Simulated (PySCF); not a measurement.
PySCF input for NbOCl3, SMILES [O]=[Nb]([Cl])([Cl])[Cl], multiplicity 1, PBE0-D3(BJ)/def2-SVP. Geometry optimised at PBE0-D3(BJ)/def2-SVP. The spin state was assumed, not searched. The isomer is the one that the SMILES or the coordinates give; other isomers of the formula were not compared. The def2 effective core potentials stand for the cores of Nb; spin–orbit coupling is left out.

```python
import numpy as np
from pyscf import gto, scf, dft, df
from pyscf.hessian import thermo

mol = gto.M(
    atom='''
    Nb   -0.00000000    0.00000000   -0.21784975
    O    -0.00000000   -0.00000000   -1.89040212
    Cl    1.88319643    1.08726396    0.47166778
    Cl   -1.88319642    1.08726396    0.47166778
    Cl    0.00000000   -2.17452793    0.47166778
    ''',
    basis='def2-SVP',
    ecp={'Nb': 'def2-svp'},
    charge=0,
    spin=0,
    max_memory=1600,
    verbose=3,
)
mf = dft.RKS(mol, xc='pbe0').density_fit(auxbasis='def2-universal-jkfit')
mf.disp = 'd3bj'
mf.grids.level = 3
mf.conv_tol = 1e-11
mf.max_cycle = 100
mf.kernel()

# [left out here: the lines that compute and print the analytic Hessian (its translational invariance restored by hand, since the grid's response is missing), thermochemistry and intensities]
```

Output:

```
converged SCF energy = -1512.03731581756

WARN: DFTD3 does not support analytical Hessian, using finite difference


WARN: Mole.unit (angstrom) is changed to Bohr

Mode                                 0                   1                   2
Irrep
Freq [cm^-1]                      103.2986            103.3113            128.5910
Reduced mass [au]                  37.5201             37.5200             40.5276
Force const [Dyne/A]                0.2359              0.2359              0.3948
Char temp [K]                     148.6237            148.6419            185.0139
Normal mode                   x     y     z       x     y     z       x     y     z
       0  Nb                -0.00  0.03  0.00   -0.03 -0.00 -0.00    0.00  0.00 -0.06
       1   O                -0.00  0.02  0.00   -0.02 -0.00 -0.00    0.00 -0.00 -0.06
       2  Cl                 0.07 -0.07 -0.01   -0.01 -0.07  0.02   -0.04 -0.02  0.06
       3  Cl                -0.07 -0.07 -0.01   -0.01  0.07 -0.02    0.04 -0.02  0.06
       4  Cl                 0.00  0.05  0.03    0.12 -0.00 -0.00   -0.00  0.04  0.06
Mode                                 3                   4                   5
Irrep
Freq [cm^-1]                      221.5924            221.6049            396.5594
Reduced mass [au]                  19.0438             19.0438             36.8926
Force const [Dyne/A]                0.5510              0.5510              3.4183
Char temp [K]                     318.8222            318.8401            570.5607
Normal mode                   x     y     z       x     y     z       x     y     z
       0  Nb                -0.02 -0.00  0.00    0.00 -0.02 -0.00    0.00 -0.00 -0.03
       1   O                 0.21  0.00  0.00   -0.00  0.21 -0.00    0.00  0.00 -0.03
       2  Cl                -0.02 -0.01 -0.05   -0.01 -0.01 -0.03    0.08  0.04  0.03
       3  Cl                -0.02  0.01  0.05    0.01 -0.01 -0.03   -0.08  0.04  0.03
       4  Cl                 0.00 -0.00  0.00   -0.00 -0.03  0.06   -0.00 -0.09  0.03
Mode                                 6                   7                   8
Irrep
Freq [cm^-1]                      450.1438            450.1439           1072.5410
Reduced mass [au]                  46.0736             46.0735             18.2894
Force const [Dyne/A]                5.5005              5.5005             12.3959
Char temp [K]                     647.6568            647.6568           1543.1478
Normal mode                   x     y     z       x     y     z       x     y     z
       0  Nb                -0.04 -0.05  0.00    0.05 -0.04  0.00    0.00 -0.00  0.04
       1   O                 0.02  0.02  0.00   -0.02  0.02  0.00   -0.00 -0.00 -0.23
       2  Cl                 0.08  0.05  0.02   -0.03 -0.01 -0.01    0.00  0.00 -0.00
       3  Cl                 0.02 -0.00 -0.00   -0.09  0.05  0.03   -0.00  0.00 -0.00
       4  Cl                 0.00  0.08 -0.02   -0.00  0.06 -0.02    0.00 -0.00 -0.00
temperature 298.1500 [K]
pressure 101325.00 [Pa]
Rotational constants [GHz] 1.50105 1.50105 1.00496
Symmetry number 3
Zero-point energy (ZPE) 0.00717 [Eh]   18827.944 [J/mol]
                           tot       elec      trans        rot        vib
Entropy [J/mol/K]       357.474      0.000    175.742    113.630     68.102
Cv [J/mol/K]             83.256      0.000     12.472     12.472     58.313
Cp [J/mol/K]             91.571      0.000     20.786     12.472     58.313
Internal energy [J/mol]                      3718.434   3718.434  29490.484
Internal energy [Eh]   -1512.02325  -1512.03732
Enthalpy [J/mol]                             6197.391   3718.434  29490.484
Enthalpy [Eh]          -1512.02231
Gibbs free energy [J/mol]                  -46199.955 -30160.414   9185.915
Gibbs free energy [Eh] -1512.06290
mode   freq/cm-1   IR/(km/mol)
   1      103.30         1.253
   2      103.31         1.253
   3      128.59         2.854
   4      221.59         2.170
   5      221.60         2.170
   6      396.56        12.521
   7      450.14       106.038
   8      450.14       106.036
   9     1072.54       163.978
max |gradient| / (hartree/bohr): 6.360656290489684e-05
APT charges: [ 2.1974 -0.6944 -0.501  -0.501  -0.501 ]
```

Self-consistency was reached.

Cost: roughly 60 core-seconds.
